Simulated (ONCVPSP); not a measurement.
## An all-electron radial function and its pseudo partner (F)

Columns: radius, all-electron u(r) and pseudo u(r) of the 2p shell (level -11.30 eV) of fluorine in the configuration [He] 2s2 2p5; LDA (Perdew-Wang 92), scalar-relativistic, ONCV scheme, ONCVPSP 4.0.1.

| r (bohr) | all-electron | pseudo |
| --- | --- | --- |
| 0.065 | 0.0683 | 0.0273 |
| 0.130 | 0.2083 | 0.1049 |
| 0.195 | 0.3638 | 0.2226 |
| 0.260 | 0.5085 | 0.3651 |
| 0.325 | 0.6311 | 0.5154 |
| 0.390 | 0.7286 | 0.6570 |
| 0.455 | 0.8016 | 0.7771 |
| 0.520 | 0.8526 | 0.8678 |
| 0.585 | 0.8844 | 0.9262 |
| 0.650 | 0.9006 | 0.9544 |
| 0.715 | 0.9041 | 0.9578 |
| 0.780 | 0.8976 | 0.9430 |
| 0.845 | 0.8835 | 0.9169 |
| 0.910 | 0.8635 | 0.8850 |
| 0.975 | 0.8394 | 0.8512 |
| 1.040 | 0.8123 | 0.8177 |
| 1.105 | 0.7832 | 0.7850 |
| 1.170 | 0.7529 | 0.7533 |
| 1.235 | 0.7220 | 0.7220 |
| 1.300 | 0.6909 | 0.6909 |
| 1.365 | 0.6600 | 0.6600 |
| 1.430 | 0.6295 | 0.6295 |
| 1.495 | 0.5997 | 0.5997 |
| 1.560 | 0.5707 | 0.5707 |
| 1.625 | 0.5426 | 0.5426 |
| 1.690 | 0.5154 | 0.5154 |

(1) How many radial nodes do the two functions have?

(2) At about which radius was the pseudo-wave matched?

(3) Where does each function peak?

(4) Is the pseudo-wave norm-conserving?

Answers

(1) The all-electron 2p function has n − l − 1 = 0; the pseudo-wave has 0.

(2) 1.30 bohr. The columns agree to 0.0005 from 1.17 bohr on; several derivatives are matched, so the curves merge somewhat inside the radius.

(3) Outermost all-electron maximum near 0.71 bohr, pseudo maximum near 0.71 bohr (to the table’s step).

(4) Yes: the ONCV scheme keeps the norm inside the radius equal to the all-electron one, which fixes the energy derivative of the logarithmic derivative at the level.
